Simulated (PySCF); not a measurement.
Computed vibrations of ErH3(H2O)

ErH3(H2O) (singlet in the valence; each metal's 4f electrons, 11 of them, lie in its core potential, out of spins and levels). PySCF 2.14.0, RKS PBE0, Er lcecp-1-SVP with ECP57, H def2-SVP, O def2-SVP; non-relativistic Hamiltonian with scalar-relativistic core potentials where named; density fitting; no spin-orbit coupling. Central differences of gradients.

```xyz
7

Er    0.1216   -0.1369    0.1332
H     0.7975    1.6307    0.8310
H    -0.9783   -1.2908    1.3447
H     1.1675   -1.0294   -1.3268
O    -1.1780    1.2525   -1.2322
H    -0.9540    2.1780   -1.0450
H    -1.3544    1.1787   -2.1795
```

Run from Python with OMP_NUM_THREADS=2. Where DIIS fails, smearing, a level shift and second-order steps follow.
It took 73 s on 2 threads of Arm Neoverse V2 (shared host).

**Question.** What are the harmonic wavenumbers and infrared intensities?

**Answer.** Negative numbers are unstable modes, those under 60 cm⁻¹ near the noise; a finer grid moves soft modes by up to 10 cm⁻¹.
```json
{"cm⁻¹": "-51", "km/mol": "–", "symmetry": ""}
{"cm⁻¹": "120", "km/mol": "170.0", "symmetry": ""}
{"cm⁻¹": "229", "km/mol": "17.2", "symmetry": ""}
{"cm⁻¹": "254", "km/mol": "461.5", "symmetry": ""}
{"cm⁻¹": "341", "km/mol": "405.5", "symmetry": ""}
{"cm⁻¹": "379", "km/mol": "72.4", "symmetry": ""}
{"cm⁻¹": "511", "km/mol": "104.6", "symmetry": ""}
{"cm⁻¹": "553", "km/mol": "82.0", "symmetry": ""}
{"cm⁻¹": "576", "km/mol": "145.9", "symmetry": ""}
{"cm⁻¹": "1396", "km/mol": "898.0", "symmetry": ""}
{"cm⁻¹": "1422", "km/mol": "903.2", "symmetry": ""}
{"cm⁻¹": "1484", "km/mol": "68.3", "symmetry": ""}
{"cm⁻¹": "1590", "km/mol": "108.1", "symmetry": ""}
{"cm⁻¹": "3794", "km/mol": "115.4", "symmetry": ""}
{"cm⁻¹": "3911", "km/mol": "191.4", "symmetry": ""}
```

**Question.** Is this a minimum?

**Answer.** Probably not: 1 unstable, though so soft as to be near the noise; the lowest moves the atoms so:
```
Er   0.00  0.00  0.01
H    0.37 -0.28  0.31
H   -0.05 -0.08 -0.12
H   -0.38  0.16 -0.38
O   -0.01  0.00 -0.02
H   -0.33  0.10 -0.19
H    0.34 -0.27 -0.07
```

An lcecp potential fixes the number of 4f electrons, so in runs with it no electron can move into or out of that shell.
